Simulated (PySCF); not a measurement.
Compound: C₄H₉BN₂.
Structure used (PBE0-D3(BJ)/def2-SVP), in Å, numbered top down from 1:
```xyz
16
C4H9BN2 angstrom
C      2.056   -0.935   -0.960
C      1.695    0.300   -0.593
B      0.261    0.795   -0.101
C      0.278    1.415    1.357
N      0.244    1.834    2.439
N     -0.729   -0.480   -0.017
C     -2.106   -0.197    0.412
H      1.367   -1.792   -0.945
H      3.069   -1.178   -1.298
H      2.474    1.073   -0.641
H     -0.266    1.577   -0.884
H     -0.295   -1.166    0.607
H     -0.722   -0.908   -0.946
H     -2.548    0.528   -0.282
H     -2.712   -1.113    0.434
H     -2.075    0.256    1.411
```

Level of theory: TDDFT wB97X-D/def2-SVPD, vertical, gas phase, core orbitals frozen in the response (PySCF).

Transition dipole moments from the ground state, in atomic units and in the frame of the coordinates above (overall signs are arbitrary), for the states with f of 0.002 or more among the lowest 7:

```tsv
state	E (hartree)	μx	μy	μz
S1	0.2379	0.079	-0.031	-0.297
S2	0.2597	0.086	-0.329	-0.126
S3	0.2616	-0.256	0.280	-0.141
S4	0.2661	0.569	-1.131	-0.346
S5	0.2802	-0.123	0.181	0.093
S6	0.2885	-0.023	-0.398	-0.252
S7	0.2893	0.149	0.152	0.468
```

Question: What oscillator strength does each state have?

Answer: f = (2/3) ΔE |μ|² with ΔE in hartree (27.2114 eV).

| state | \|μ\|² (au) | \|μ\| (D) | f |
| --- | --- | --- | --- |
| S1 | 0.095 | 0.78 | 0.015 |
| S2 | 0.132 | 0.92 | 0.023 |
| S3 | 0.164 | 1.03 | 0.029 |
| S4 | 1.722 | 3.34 | 0.305 |
| S5 | 0.057 | 0.61 | 0.011 |
| S6 | 0.223 | 1.20 | 0.043 |
| S7 | 0.264 | 1.31 | 0.051 |

Question: Which bond between heavy atoms lies closest to the direction of the S4 transition dipole?

Answer: C1–C2, at 10° from it; next C2–B3 at 42°.

Question: What angle do the transition dipoles of S1 and S4 make?

Answer: |cos θ| = |μa·μb| / (|μa| |μb|) = 0.45, so θ ≈ 63° (taken between 0 and 90°, since the signs are arbitrary).

Question: How is the summed strength of these states shared among x, y and z?

Answer: (2/3) Σ ΔE μα² gives 0.078 for x, 0.301 for y and 0.098 for z, 0.476 in all.

Question: What peak molar absorption coefficient would the strongest computed level give as a lone Gaussian band 0.4 eV wide at half height?

Answer: ε(max) = 2.175×10⁸ f / FWHM, with the width in cm⁻¹. S4: 2.175×10⁸ × 0.3055 / 3226 ≈ 21000 L mol⁻¹ cm⁻¹.

All these states lie below the vertical ionisation energy of 9.56 eV (ΔSCF).

One conformer stands for the species.
